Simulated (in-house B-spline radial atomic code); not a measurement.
# Ce4+: [Ne] 3s2 (3p1/2)1 (3p3/2)4 3d10 4s2 4p6 4d10 4f1 5s2 5p6 (with a hole in an inner shell)

Computed with a radial B-spline atomic code at the basis-set limit: Dirac-Hartree-Fock, average of the jj configuration, Fermi nucleus of rms radius 4.8771 fm.

Screening seen three ways: the hydrogenic charge with the same mean radius, Z_r = [3n² - l(l+1)]/(2<r>), the one with the same energy, Z_e = n√(-2ε), and Slater's rules. Values are occupation-weighted means over j. An effective charge above Z reflects the relativistic contraction of the inner shells.

```json
{"shell": "1s", "electrons": "2", "ε (eV)": "-40787", "<r> (bohr)": "0.02457", "Z_r": "61.06", "Z_e": "54.75", "Slater": "57.70"}
{"shell": "2s", "electrons": "2", "ε (eV)": "-6715.6", "<r> (bohr)": "0.1045", "Z_r": "57.39", "Z_e": "44.43", "Slater": "53.85"}
{"shell": "2p", "electrons": "6", "ε (eV)": "-6031.1", "<r> (bohr)": "0.09211", "Z_r": "54.28", "Z_e": "42.11", "Slater": "53.85"}
{"shell": "3s", "electrons": "2", "ε (eV)": "-1542.5", "<r> (bohr)": "0.2759", "Z_r": "48.93", "Z_e": "31.94", "Slater": "47.10"}
{"shell": "3p", "electrons": "5", "ε (eV)": "-1312.2", "<r> (bohr)": "0.2754", "Z_r": "45.38", "Z_e": "29.46", "Slater": "47.10"}
{"shell": "3d", "electrons": "10", "ε (eV)": "-999.69", "<r> (bohr)": "0.2506", "Z_r": "41.90", "Z_e": "25.72", "Slater": "37.85"}
{"shell": "4s", "electrons": "2", "ε (eV)": "-371.26", "<r> (bohr)": "0.6274", "Z_r": "38.25", "Z_e": "20.89", "Slater": "31.10"}
{"shell": "4p", "electrons": "6", "ε (eV)": "-293.58", "<r> (bohr)": "0.6608", "Z_r": "34.81", "Z_e": "18.58", "Slater": "31.10"}
{"shell": "4d", "electrons": "10", "ε (eV)": "-177.5", "<r> (bohr)": "0.7223", "Z_r": "29.08", "Z_e": "14.45", "Slater": "19.85"}
{"shell": "5s", "electrons": "2", "ε (eV)": "-90.695", "<r> (bohr)": "1.461", "Z_r": "25.67", "Z_e": "12.91", "Slater": "12.40"}
{"shell": "5p", "electrons": "6", "ε (eV)": "-67.109", "<r> (bohr)": "1.632", "Z_r": "22.37", "Z_e": "11.10", "Slater": "12.40"}
{"shell": "4f", "electrons": "1", "ε (eV)": "-62.094", "<r> (bohr)": "0.8877", "Z_r": "20.28", "Z_e": "8.55", "Slater": "13.00"}
```

The least bound orbital is 4f7/2 at -62.05 eV, while the most diffuse is 5p3/2 (<r> = 1.651 bohr against 0.8885 bohr): energy order and size order differ. The part-filled 3p shell lies below the filled 5p shell in orbital energy.

For the 1s electron the small component carries 4.61 % of the norm, the zero-frequency Breit interaction raises the level by 108.6 eV, self-energy by 63.99 eV, and vacuum polarisation lowers it by 9.531 eV.
